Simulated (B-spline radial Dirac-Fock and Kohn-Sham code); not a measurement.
# Characteristic X-ray lines: Tb⁴⁷⁺

System: Tb⁴⁷⁺, [Ne] 3s2 3p6.

Input file task.json (cfg lists n, l and occupation; rrms is the nuclear radius in fm):

```json
{"items": [{
  "Z": 65,
  "q": 47,
  "cfg": [[1, 0, 2], [2, 0, 2], [2, 1, 6], [3, 0, 2], [3, 1, 6]],
  "A": 159,
  "rrms": 5.06,
  "do": ["binding"]
}]}
```

Command: `python xray_run.py task.json out`

Method: ΔSCF Dirac-Fock with Breit, self-energy and vacuum polarisation, finite nucleus, configuration average. Computed with a radial B-spline solver. A line energy is the difference of two single-hole energies; the list is a selection of electric-dipole transitions between resolved j subshells. No correlation.

```tsv
line	energy (eV)	wavelength (Å)
Kβ1	50948.1	0.24335
Kβ3	50760.2	0.24425
Kα1	44569.2	0.27818
Kα2	43816.7	0.28296
Lβ3	7564.5	1.6390
Lβ4	7376.6	1.6808
Lη	6766.8	1.8323
Lℓ	6014.3	2.0615
```
